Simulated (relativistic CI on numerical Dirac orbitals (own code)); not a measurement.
# One change at a time: Pt⁸⁺

Base calculation: Dirac-Coulomb-Breit CI, orbitals from a KLI potential per configuration, a model potential for QED, unscaled Slater integrals.

Configuration list (outside the closed core [Kr] 4d10): 4f14.5s2.5p6.5d2, 4f14.5s2.5p6.5d.6s, 4f14.5s2.5p6.5d.5f, 4f14.5s2.5p6.6s2, 4f14.5s2.5p5.5d3, 4f14.5s2.5p6.5d.6p, 4f14.5s2.5p6.6s.6p, 4f14.5s2.5p6.5f2, 4f14.5s2.5p6.5d.5g, 4f14.5s2.5p6.5f.6s, 4f14.5s2.5p6.6p2, 4f14.5s2.5p6.5d.6d, 4f14.5s.5p6.5d3, 4f14.5s2.5p6.5d.7s, 4f14.5s2.5p5.5d2.5f, 4f14.5s2.5p6.5f.6p, 4f14.5s2.5p6.5g2, 4f14.5s2.5p6.5d.7p, 4f14.5s2.5p6.5g.6s, 4f14.5s2.5p6.5d.6f, 4f13.5s2.5p6.5d3, 4f14.5s2.5p5.5d2.6s, 4f14.5s2.5p6.5d.7d, 4f14.5s2.5p5.5d2.5g, 4f14.5s2.5p6.5d.8s, 4f14.5s2.5p6.5g.6p, 4f14.5s2.5p6.5d.8p, 4f14.5s.5p6.5d2.5f, 4f14.5s2.5p5.5d2.6p, 4f14.5s2.5p6.5f.5g, 4f14.5p6.5d4, 4f14.5p5.5d5. Double excitations out of closed p, d and f shells are left out; levels of such configurations are missing from the list, as are those of other unlisted configurations, and high levels can miss mixing partners. These lack a partner that the ground configuration has and come out too high: 4f14.5s2.5p5.5d2.5f, 4f14.5s2.5p5.5d2.6s, 4f14.5s2.5p5.5d2.5g, 4f14.5s.5p6.5d2.5f, 4f14.5s2.5p5.5d2.6p.

The lowest level and the first level of each name with at least 55 % of one term (blank where a level has no safe partner in the second run):

```tsv
Level	Base (cm⁻¹)	Shift (cm⁻¹)
4f14.5s2.5p6.5d2 3F_2	0	0
4f14.5s2.5p6.5d2 3F_3	14449	-14449
4f14.5s2.5p6.5d2 3P_0	20612	-5886
4f14.5s2.5p6.5d2 3F_4	24893	-24893
4f14.5s2.5p6.5d2 3P_1	29539	-14813
4f14.5s2.5p6.5d2 1G_4	42131	-21374
4f14.5s2.5p6.5d2 1S_0	78852	-22350
4f14.5s2.5p6.5d.6s 3D_1	217439	+60274
4f14.5s2.5p6.5d.6s 3D_2	220017	+57696
4f14.5s2.5p6.5d.6s 3D_3	235270	+42443
4f14.5s2.5p6.5d.6s 1D_2	241868	+42197
4f14.5s2.5p6.5d.6p 3F°_2	317031	
4f14.5s2.5p6.5d.6p 3D°_1	321779	+43109
4f14.5s2.5p6.5d.6p 3P°_1	358263	+17917
4f14.5s2.5p6.5d.6p 3P°_0	361354	+14826
4f14.5s2.5p6.5d.6p 3F°_4	372292	-3112
4f14.5s2.5p6.5d.6p 3P°_2	373174	+3006
4f14.5s2.5p6.5d.6p 1P°_1	382433	-55
4f14.5s2.5p5.5d3 5D°_1	414212	-32764
4f14.5s2.5p5.5d3 5D°_0	418323	-36875
4f14.5s2.5p5.5d3 5G°_6	438394	-41978
4f14.5s2.5p6.5d.5f 3H°_5	439052	-3378
```

At this charge configurations can still be misplaced by up to about 7 % of their energy. Terms inside the open d or f shell come out 10 to 20 % too wide with unscaled integrals. Levels and lines within the n = 5 or 6 shells can be off by up to 10 % or somewhat more, and those that change n by about 2 %, since core polarisation is missing. Levels that differ in their count of f electrons can be misplaced by several ten thousand cm⁻¹, since the correlation energy of f electrons is missing or only estimated; rates across such gaps can be off by orders of magnitude.

**Question.** One thing was changed in a second run, which moved the levels as shown. Which?
A. non-relativistic limit
B. configuration mixing switched off
C. Breit term removed
D. QED terms removed

**Answer.** A. Non-relativistic limit. Without relativity the fine structure collapses and s electrons lose their extra binding.

LS names give the leading component of a level, which can be under half, so a name can repeat, a term be missing and a line seem to break the LS rules.
